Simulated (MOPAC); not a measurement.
MOPAC input (PM7):

```
PM7 PRECISE GNORM=0.05 LET XYZ UHF MS=0.5 GEO-OK AUX(PRECISION=9) THREADS=1
CHBrCl

Cl    1.97290900 1    0.33833400 1   -0.18356200 1
C     0.46845000 1    0.60372500 1    0.56218300 1
Br   -1.05216200 1   -0.29305200 1   -0.05305000 1
H     0.47551900 1    0.88278700 1    1.60422400 1
```

From the output:

```
                                                       MOPAC v23.2.5 Linux

          FINAL HEAT OF FORMATION =         24.56130 KCAL/MOL =     102.76450 KJ/MOL

          COSMO AREA              =         99.88 SQUARE ANGSTROMS
          COSMO VOLUME            =         84.54 CUBIC ANGSTROMS

          GRADIENT NORM           =          0.01697          =       0.00848 PER ATOM
          IONIZATION POTENTIAL    =          9.435574 EV
          ALPHA SOMO LUMO (EV)    =         -9.436  0.303
          BETA  SOMO LUMO (EV)    =        -10.694 -0.753
          NO. OF ALPHA ELECTRONS  =         10
          NO. OF BETA  ELECTRONS  =          9
          MOLECULAR WEIGHT        =        128.3759         POINT GROUP:  Cs

          MOLECULAR DIMENSIONS (Angstroms)

            Atom       Atom       Distance
           Br     3   Cl     1     3.05045
           Cl     1    H     4     1.92696
            C     2    H     4     0.00022

          SCF CALCULATIONS        =         12

   ATOM   CHEMICAL          X               Y               Z
  NUMBER   SYMBOL      (ANGSTROMS)     (ANGSTROMS)     (ANGSTROMS)

     1      Cl          1.94221152  *   0.35297448  *  -0.18935970  *
     2       C          0.49468127  *   0.49515865  *   0.61005033  *
     3      Br         -1.03926950  *  -0.27867046  *  -0.05890372  *
     4       H          0.45223669  *   1.04268568  *   1.52548789  *

                             CARTESIAN COORDINATES

   1   Cl        1.942211525     0.352974478    -0.189359696
   2    C        0.494681274     0.495158653     0.610050325
   3   Br       -1.039269495    -0.278670460    -0.058903723
   4    H        0.452236693     1.042685684     1.525487889

           Empirical Formula: C H Cl Br  =     4 atoms

      MOLECULAR POINT GROUP   :   Cs

          ALPHA EIGENVALUES
 -27.81970 -25.58112 -21.26546 -15.98235 -14.53428 -13.61894 -11.32955 -11.32667
 -10.70153  -9.43557   0.30289   0.88215   4.91126  68.32610  68.34192  68.42447
  68.51941  68.53353 252.80349 252.90651 252.99554 253.37816 253.40050

           BETA EIGENVALUES
 -27.57218 -25.43935 -20.87993 -15.75491 -14.35013 -12.60134 -11.29283 -10.85792
 -10.69404  -0.75335   0.71190   1.26266   5.09383  68.33193  68.38128  68.41021
  68.58092  68.60233 252.82276 252.86589 252.98169 253.69603 253.70121

              NET ATOMIC CHARGES AND DIPOLE CONTRIBUTIONS

  ATOM NO.   TYPE          CHARGE      No. of ELECS.   s-Pop       p-Pop       d-Pop
    1         Cl           0.025177        6.9748     1.97806     4.98983     0.00693
    2          C          -0.249898        4.2499     1.17465     3.07524
    3         Br           0.038373        6.9616     1.93782     5.02004     0.00377
    4          H           0.186348        0.8137     0.81365
 DIPOLE           X         Y         Z       TOTAL
 POINT-CHG.    -0.146     0.330     0.599     0.700
 HYBRID        -0.053     0.038     0.083     0.105
 SUM           -0.199     0.368     0.682     0.800

          ATOMIC ORBITAL ELECTRON POPULATIONS

     Atom    s        px        py        pz      x^2-y^2     xz        z^2       yz        xy
    1 Cl   1.97806   1.29366   1.92733   1.76884   0.00277   0.00204   0.00098   0.00020   0.00095
    2  C   1.17465   0.88299   1.11964   1.07262
    3 Br   1.93782   1.36225   1.79472   1.86307   0.00090   0.00097   0.00044   0.00037   0.00108
    4  H   0.81365

                    (SZ)    =    0.500000
                    (S**2)  =    0.753361

          ATOMIC ORBITAL SPIN POPULATIONS

    Atom   Total    s     px     py     pz   x^2-y^2  xz     z^2    yz     xy
         Atomic
    1 Cl  0.0592  0.002 -0.020  0.062  0.016  0.000  0.000  0.000  0.000  0.000
    2  C  0.9299  0.027  0.065  0.597  0.241
    3 Br  0.0355  0.002 -0.025  0.044  0.014  0.000  0.000  0.000  0.000  0.000
    4  H -0.0246 -0.025

 **********************
 *                    *
 * JOB ENDED NORMALLY *
 *                    *
 **********************

 == MOPAC DONE ==
```

The geometry given is a B3LYP-D3(BJ)/def2-TZVP minimum.
